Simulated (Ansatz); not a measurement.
Reaction (formal exchange of groups at the Si–S bond): `FC([SiH3])[SiH2]S` + `O=COC[SiH3]` → `FC([SiH3])[SiH2][SiH3]` + `O=COCS`

Program: Ansatz. Geometries: PBE0-D4/def2-TZVP. ΔE: electronic, gas phase. CCSD(T)/CBS is the MP2 limit (def2-TZVPP, def2-QZVPP) plus CCSD(T) − MP2 in def2-TZVPP, frozen cores. DFT in def2-TZVPP. B3LYP here is the variant with VWN-RPA as its local correlation; programs differ in this. Each species was taken in one conformer, which may not be the lowest.

| level | ΔE (kcal/mol) | difference from CCSD(T)/CBS |
| --- | --- | --- |
| r2SCAN-D4 | 21.7 | -0.3 |
| ωB97M-V | 22.8 | 0.8 |
| r2SCAN | 21.7 | -0.3 |
| PBE0 | 20.1 | -1.9 |
| B3LYP | 21.5 | -0.5 |
| HF/def2-TZVPP | 23.2 | 1.2 |
| MP2/def2-TZVPP | 23.6 | 1.6 |
| MP2/def2-QZVPP | 23.9 | 1.9 |
| HF/CBS(def2) | 23.2 | 1.2 |
| CCSD/CBS(def2) | 22.2 | 0.2 |
| CCSD(T)/CBS | 22.0 | 0 |

Largest T1 diagnostic among the species: 0.015.

From PBE to PBE0 (25 % exact exchange), in def2-TZVPP and without D4, ΔE moves by +0.9 kcal/mol.
